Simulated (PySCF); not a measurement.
# Telling isomers of C2H11N3Si3 apart by NMR

All values are calculated (PySCF 2.14): GFN2-xTB geometry, shieldings: GIAO PBE0/pcSseg-1. Single conformer, relativity neglected, no solvent, fast rotation and ring inversion assumed for equivalent nuclei.

Shifts are taken against calculated references (same method and geometry level): ¹H, ¹³C against TMS. Where no couplings were computed, multiplicities follow the n + 1 count of equivalent neighbours, and m marks all less simple cases (inequivalent or close neighbours, rings, F or P nearby). Shifts are as computed. Against solution values, carbons near 30 ppm lie about +3 ppm off and those near 130 ppm about +5 ppm. Of 1211 compounds with measured shifts, 218 miss one by over three times the rms of a fit or turn the order of signals round; such compounds aren't used in these exercises. OH and NH positions are gas-phase values without hydrogen bonding to other molecules.

(1) Tabulate the signals of `C#C[Si](N)(N)N([SiH3])[SiH3]`, `CN[Si@@H](C#N)N([SiH3])[SiH3]` and their relative energies.

(2) What is the quickest way to tell C#C[Si](N)(N)N([SiH3])[SiH3] from CN[Si@@H](C#N)N([SiH3])[SiH3]?

## Answers

(1) 
```tsv
SMILES	carbon types	δC	δH	E rel. (kcal/mol)
C#C[Si](N)(N)N([SiH3])[SiH3]	1×C 1×CH	96.1, 90.4	4.81 (s, 6H), 1.65 (s, 1H), 0.84 (br s, 4H)	1.6
CN[Si@@H](C#N)N([SiH3])[SiH3]	1×C 1×CH3	125.6, 29.0	5.20 (s, 1H), 4.85 (s, 6H), 2.88 (s, 3H), 0.06 (br s, 1H)	0.0
```

Energies are electronic energies at PBE0/pcSseg-1 on these geometries, without zero-point or thermal terms, each for the one conformer computed, which needn't be the lowest.

(2) Both give the same number of carbon signals, but DEPT or the intensities differ. The first has a terminal alkyne carbon (CH) at 96.1 ppm, the second a methyl carbon bonded to N (CH3) at 29.0 ppm. Their most deshielded carbons lie at 96.1 and 125.6 ppm.
